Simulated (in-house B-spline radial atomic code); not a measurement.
Settings and results of a run for Ni IV (Ni3+). Computed with a B-spline radial code for spherical atoms: non-relativistic Hartree-Fock, average of configuration, point nucleus, inside a hard spherical wall at 6.06 bohr.

Command:
```bash
python run_scf.py task.json out
```
Settings:
```
Z                28
configuration    [Ar] 3d7
hamiltonian      nr
method           hf
spin_polarised   False
wall_radius      6.06
```

Output (hartree, bohr):
```
 radial grid: 43 intervals, B-splines of order 8, outer radius 6.06 bohr

 iter        energy (Eh)    residual
    1      -1489.3116331    6.07e-01
    2      -1498.5139168    5.69e-01
    3      -1504.2487645    1.35e-01
    4      -1504.6782974    2.87e-02
    5      -1504.6889330    1.81e-02
    6      -1504.6961916    9.06e-04
    7      -1504.6961955    1.28e-04
    8      -1504.6961957    1.11e-05
    9      -1504.6961957    1.26e-07

 total energy                    -1504.696196
 kinetic                           1504.69622
 electron-nucleus                 -3558.23042
 electron-electron                  548.83801

 orbital      occ     eigenvalue          <r>       <r^2>       <1/r>       <r^4>       r_max
 1s         2.000     -307.11516    0.0548078  0.00402667      27.516 4.14357e-05     0.03616
 2s         2.000      -39.42436     0.247031   0.0719279     5.98265  0.00898651       0.207
 2p         6.000      -34.44941     0.216246    0.057284     5.91251  0.00662449      0.1662
 3s         2.000       -6.34104      0.74378    0.636566     1.88839    0.648916      0.6458
 3p         6.000       -4.72187     0.773879    0.702296     1.76341    0.845495      0.6504
 3d         7.000       -2.15278     0.881639    0.974448      1.4643     2.10489      0.6247
```

Cost of the run: 0.09 s on 1 thread of Arm Neoverse N1, on a shared host.
